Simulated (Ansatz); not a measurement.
`B1OC[Te]1` and `SB1OC[Te]1` differ in one atom or group.

Ansatz, PBE0-D4/def2-TZVP geometries, multiplicity 1. Each molecule was computed in one conformer, which needn't be the lowest.

Elements past krypton have def2 core potentials.

```tsv
property	`B1OC[Te]1`
HOMO energy (PBE0/def2-TZVPP) / eV	-6.56
LUMO energy (ωB97M-V/def2-TZVPP) / eV	0.53
size of the dipole moment (ωB97M-V/def2-TZVPP) / D	0.95
HOMO energy (B3LYP/def2-TZVPP) / eV	-6.34
LUMO energy (PBE/def2-TZVPP) / eV	-2.17
ideal-gas entropy at 298 K and 1 bar (rigid rotor, harmonic PBE0-D4/def2-TZVP) / J/(mol·K)	297
```

(1) What does the change do to each property? (Best estimate.)

Results:

(1) The calculation gave: 
```
                                                                                  property  `SB1OC[Te]1`  shift
                                                        HOMO energy (PBE0/def2-TZVPP) / eV         -6.44   0.12
                                                     LUMO energy (ωB97M-V/def2-TZVPP) / eV          0.47  -0.06
                                        size of the dipole moment (ωB97M-V/def2-TZVPP) / D          1.32   0.37
                                                       HOMO energy (B3LYP/def2-TZVPP) / eV         -6.22   0.12
                                                         LUMO energy (PBE/def2-TZVPP) / eV         -2.21  -0.04
ideal-gas entropy at 298 K and 1 bar (rigid rotor, harmonic PBE0-D4/def2-TZVP) / J/(mol·K)           338     41
```

With PBE0 the HOMO rises by 0.12 eV and the LUMO falls by 0.06 eV, so the gap narrows by about 0.18 eV. PBE moves the HOMO by 0.15 eV and ωB97M-V by 0.12 eV. The zero-point energy changes by 3.2 kJ/mol with +3 modes. Dipoles are sizes alone; their direction can turn.

B3LYP here is the variant with VWN-RPA as its local correlation; programs differ in this.

Spin–orbit coupling is left out; it splits and shifts lone-pair levels of the heavy atoms by tenths of an eV.
